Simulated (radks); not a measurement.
Q: All-electron atom: the copper ion Cu2+ in [Ar] 3d9. Calculated with a radial shooting solver on a logarithmic mesh with Libxc functionals: non-relativistic Kohn-Sham, TPSS, spin-polarised, spherical densities, point nucleus; open shells are filled with parallel spins first; meta-GGA in the generalised Kohn-Sham scheme. Some entries of the table are withheld. Estimate them.

| orbital | occ. | eigenvalue (eV) | <1/r> (bohr^-1) |
|---|---|---|---|
| 1s down | 1 | -8788.219 | 28.52 |
| 1s up | 1 | -8788.218 | 28.52 |
| 2s up | 1 | -1069.087 | 6.198 |
| 2s down | 1 | -1068.546 | 6.200 |
| 2p up | 3 | (1) | 6.154 |
| 2p down | 3 | (2) | 6.156 |
| 3s up | 1 | -138.3024 | 1.963 |
| 3s down | 1 | -137.0956 | 1.961 |
| 3p up | 3 | -97.7019 | 1.834 |
| 3p down | 3 | -96.5079 | 1.831 |
| 3d up | 5 | -30.1913 | (3) |
| 3d down | 4 | -29.0908 | (4) |

A: 
(1) 2p up eigenvalue (eV): -938.8615
(2) 2p down eigenvalue (eV): -938.4271
(3) 3d up <1/r> (bohr^-1): 1.468
(4) 3d down <1/r> (bohr^-1): 1.458
